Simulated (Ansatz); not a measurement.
System: CHClF, charge 0, doublet. CHClF (SMILES F[CH]Cl, doublet).
B3LYP-D3(BJ)/def2-TZVP minimum from Ansatz (a first-principles code):
```
C
F 1 1.3340
H 1 1.0837 2 114.25
Cl 1 1.7114 3 117.01 2 -138.45
```
Charge 0, spin multiplicity 2.

Hartree-Fock and CCSD correlation energies in hartree (Ansatz). Radicals and triplets start from unrestricted determinants; spin-orbit coupling is neglected. Correlated methods leave the cores frozen. No relativity.

```
basis        X       E(HF)  E(corr, CCSD)
-----------  -  ----------  -------------
cc-pV(T+d)Z  3  -597.40254       -0.60355
cc-pV(Q+d)Z  4  -597.41747       -0.65160
cc-pV(5+d)Z  5  -597.42117       withheld
```

Problem. Fit E(corr) = E∞ + A/X³ to X = 3 and 4, predict X = 5, and compare with the run.

Solution. A = (-0.60355 - (-0.65160))/(1/27 - 1/64) = 2.2441; E∞ = -0.65160 - A/64 = -0.68666; at X = 5, E∞ + A/125 = -0.66871. The run gave -0.66849, 0.22 mEh above the prediction. The same form on X = 4 and 5 gives E∞ = -0.68621, 0.45 mEh above the first estimate.
